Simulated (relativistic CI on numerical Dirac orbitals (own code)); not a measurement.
# Sensitivity of the levels of Sb25+ to α and to the nuclear radius

Computed by Dirac-Coulomb-Breit CI, separate exchange-only KLI orbitals for each configuration, derivatives by finite differences, unscaled Slater integrals, QED left out (own radial code, finite nucleus).

CI space (outside the closed core [Ne]): 3s2 3p6 3d8, 3s2 3p5 3d9, 3s2 3p4 3d10, 3s 3p6 3d9, 3p6 3d10, 3s 3p5 3d10, 3s2 3p6 3d7 4s, 3s2 3p6 3d7 4p. Levels of other configurations are missing.

With x = (α/α₀)² − 1 an excitation energy changes as ω = ω₀ + qx; K = 2q/ω₀ is the relative enhancement. Terms are leading LS components, so labels can repeat. The field-shift factor is F = δν/δ⟨r²⟩ for the transition from the lowest level.

Lowest level 3s2 3p6 3d8 3F_4.

```csv
Level,ω₀ (cm⁻¹),q (cm⁻¹),K,F (GHz/fm²)
3s2 3p6 3d8 1D_2,42942,1766,0.0822,0.0234
3s2 3p6 3d8 3F_3,73956,77970,2.11,0.668
3s2 3p6 3d8 3P_2,114538,83040,1.45,0.779
3s2 3p6 3d8 3P_0,114847,22460,0.391,0.364
3s2 3p6 3d8 3P_1,141474,80110,1.13,0.807
3s2 3p6 3d8 1G_4,154451,71830,0.93,0.796
3s2 3p6 3d8 1D_2,183450,150600,1.64,1.3
3s2 3p6 3d8 1S_0,310381,138800,0.894,1.48
3s2 3p5 3d9 3F°_4,1786286,107400,0.12,4.82
3s2 3p5 3d9 1D°_2,1827723,120200,0.132,4.79
3s2 3p5 3d9 3D°_3,1887903,147000,0.156,5.09
3s2 3p5 3d9 3P°_1,1946413,145100,0.149,4.49
3s2 3p5 3d9 3D°_2,1947892,184700,0.19,5.38
```

At this charge energies of transitions that change n are usually good to better than 1 %, and those within a shell (Δn = 0) to a few per cent. Terms inside the open d or f shell come out 10 to 20 % too wide with unscaled integrals.
